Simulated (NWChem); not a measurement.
CH₄F₂Si; SMILES FC[SiH2]F

```xyz
8

F      0.6460    -1.8124     0.2511
C     -0.1946    -1.0561    -0.5612
Si    -0.4577     0.6785     0.1623
F      0.9279     1.5489     0.0468
H      0.2347    -0.9953    -1.5887
H     -1.1826    -1.5683    -0.6565
H     -0.8274     0.5755     1.6107
H     -1.5206     1.3777    -0.6374
```
Atoms are numbered in this order, from 1.

All runs: NWChem. All runs use the structure optimised with PBE-D3(BJ)/def2-SVP. Atomic charges in e: unrestrained fits to the electrostatic potential beside Mulliken populations; buried atoms are poorly determined by the fit.

### Question
Estimate the computed values for B3LYP/def2-SVP. Quantities: ESP F1; Mulliken F1; ESP C2; Mulliken C2; ESP Si3; Mulliken Si3; ESP F4; Mulliken F4; relative RMS misfit of the potential (%).

### Answer
| Property | Result |
|---|---|
| ESP F1 | -0.26 |
| Mulliken F1 | -0.28 |
| ESP C2 | 0.16 |
| Mulliken C2 | 0.06 |
| ESP Si3 | 0.64 |
| Mulliken Si3 | 0.70 |
| ESP F4 | -0.30 |
| Mulliken F4 | -0.35 |
| relative RMS misfit of the potential (%) | 24 |
